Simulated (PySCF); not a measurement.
**`C#CC=C=C(C#C)[Se]C`, C$_{8}$H$_{6}$Se**

Molfile (atoms numbered from 1):
```
C8H6Se
     RDKit          3D

 15 14  0  0  0  0  0  0  0  0999 V2000
    2.8547   -1.2649    0.5972 C   0  0  0  0  0  0  0  0  0  0  0  0
    2.1242   -0.7261   -0.2079 C   0  0  0  0  0  0  0  0  0  0  0  0
    1.2796   -0.1119   -1.1770 C   0  0  0  0  0  0  0  0  0  0  0  0
    0.2046    0.5911   -0.8789 C   0  0  0  0  0  0  0  0  0  0  0  0
   -0.8868    1.2561   -0.5732 C   0  0  0  0  0  0  0  0  0  0  0  0
   -0.9139    2.6620   -0.3578 C   0  0  0  0  0  0  0  0  0  0  0  0
   -0.9874    3.8575   -0.1678 C   0  0  0  0  0  0  0  0  0  0  0  0
   -2.5984    0.3943   -0.3742 Se  0  0  0  0  0  2  0  0  0  0  0  0
   -2.0028   -1.4298   -0.6212 C   0  0  0  0  0  0  0  0  0  0  0  0
    3.4993   -1.7363    1.3162 H   0  0  0  0  0  0  0  0  0  0  0  0
    1.5574   -0.2412   -2.2341 H   0  0  0  0  0  0  0  0  0  0  0  0
   -1.0378    4.9177   -0.0002 H   0  0  0  0  0  0  0  0  0  0  0  0
   -1.2361   -1.6839    0.1229 H   0  0  0  0  0  0  0  0  0  0  0  0
   -2.8879   -2.0635   -0.4730 H   0  0  0  0  0  0  0  0  0  0  0  0
   -1.6097   -1.5762   -1.6357 H   0  0  0  0  0  0  0  0  0  0  0  0
  1  2  3  0
  2  3  1  0
  3  4  2  0
  4  5  2  0
  5  6  1  0
  6  7  3  0
  5  8  1  0
  8  9  1  0
  1 10  1  0
  3 11  1  0
  7 12  1  0
  9 13  1  0
  9 14  1  0
  9 15  1  0
M  END
```

Method used: TDDFT CAM-B3LYP/aug-cc-pVDZ circular dichroism and optical rotation, one conformer, IEF-PCM water (non-equilibrium linear response, no local-field factor) (PySCF 2.14.0). Geometry: PBE0-D3(BJ)/def2-SVP.

The calculation is non-relativistic, which matters for the atoms heavier than Zn. No stereocentre is labelled: unless the shape is locked (an allene, a helicene, a hindered biaryl), the mirror image is equally populated and a measured rotation or CD is zero. Singlets 6 and 7 lie within 0.01 eV of each other, so their separate moments and overlaps can depend on how they mix.

Task: Draw the ECD and absorption spectra from the lowest 12 states, each a Gaussian of half-width 0.2 eV at 1/e height.

Result: 
| E (eV) | λ (nm) | Δε (L mol⁻¹ cm⁻¹) | ε (L mol⁻¹ cm⁻¹) |
| --- | --- | --- | --- |
| 3.26 | 380 | 0.00 | 0.0954 |
| 3.36 | 369 | 0.00 | 0.905 |
| 3.46 | 358 | +0.02 | 5.21 |
| 3.56 | 348 | +0.06 | 18.2 |
| 3.66 | 338 | +0.13 | 38.5 |
| 3.76 | 329 | +0.17 | 49.4 |
| 3.86 | 321 | +0.13 | 38.5 |
| 3.96 | 313 | +0.06 | 18.2 |
| 4.06 | 305 | +0.02 | 5.21 |
| 4.16 | 298 | 0.00 | 1 |
| 4.26 | 291 | 0.00 | 2.64 |
| 4.36 | 284 | -0.01 | 41.5 |
| 4.46 | 278 | -0.07 | 410 |
| 4.56 | 272 | -0.48 | 2460 |
| 4.66 | 266 | -2.28 | 8940 |
| 4.76 | 260 | -7.43 | 19800 |
| 4.86 | 255 | -16.48 | 27400 |
| 4.96 | 250 | -25.53 | 26800 |
| 5.06 | 245 | -32.81 | 28100 |
| 5.16 | 240 | -44.00 | 40100 |
| 5.26 | 236 | -52.34 | 49400 |
| 5.36 | 231 | -39.93 | 40700 |
| 5.46 | 227 | -12.26 | 22800 |
| 5.56 | 223 | +7.51 | 12100 |
| 5.66 | 219 | +8.75 | 9860 |
| 5.76 | 215 | +0.37 | 9170 |
| 5.86 | 211 | -3.56 | 6440 |
| 5.96 | 208 | -1.29 | 3040 |
| 6.06 | 204 | +0.76 | 967 |

Δε uses R in velocity form, ε uses f in length form. Only the states computed contribute, so the short-wavelength end is incomplete.
